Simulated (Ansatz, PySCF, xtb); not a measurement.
Reaction (SMILES): CCCC=O + 3 C (CH4) -> C=O (CH2O) + 3 CC (C2H6) [ethane]
Each molecule is optimised on its own at B3LYP-D3(BJ)/def2-TZVP (Ansatz, a quantum-chemistry and plane-wave program), one conformer each, not searched for the lowest.

Quantity: bond separation energy (electronic energy difference), in kcal/mol. Valence correlation only, unless marked. Spin-orbit coupling is left out. Non-relativistic. CBS(X,Y): correlation extrapolated as X^-3; Hartree-Fock from the larger set. [CCSD(T)-MP2]/basis is that difference in the basis named.

```
level                                                     program  bond separation energy (kcal/mol)
-------------------------------------------------  --------------  ---------------------------------
GFN2-xTB                                                      xtb                         (withheld)
r2SCAN-D3(BJ)/def2-TZVPD                           Ansatz + dftd3                               16.9
B3LYP-D3(BJ)/def2-TZVPD                            Ansatz + dftd3                               15.0
B3LYP/def2-TZVPD                                           Ansatz                               13.5
PBE0-D3(BJ)/def2-TZVP                              Ansatz + dftd3                               15.3
TPSSh-D3(BJ)/def2-TZVPD                             PySCF + dftd3                               14.1
r2SCAN0-D4/def2-TZVPD                              Ansatz + dftd4                               16.2
HSE06/def2-TZVPD                                           Ansatz                         (withheld)
CAM-B3LYP-D4/def2-TZVPD                            Ansatz + dftd4                               15.2
SCS-MP2/6-31G*                                             Ansatz                               14.7
RI-MP2/CBS(cc-pVTZ,cc-pVQZ)+[CCSD(T)-MP2]/cc-pVTZ          Ansatz                         (withheld)
```

Problem. Some entries are withheld; supply them.

Solution. 
- GFN2-xTB, bond separation energy (kcal/mol): 16.3
- HSE06/def2-TZVPD, bond separation energy (kcal/mol): 14.4
- RI-MP2/CBS(cc-pVTZ,cc-pVQZ)+[CCSD(T)-MP2]/cc-pVTZ, bond separation energy (kcal/mol): 15.1
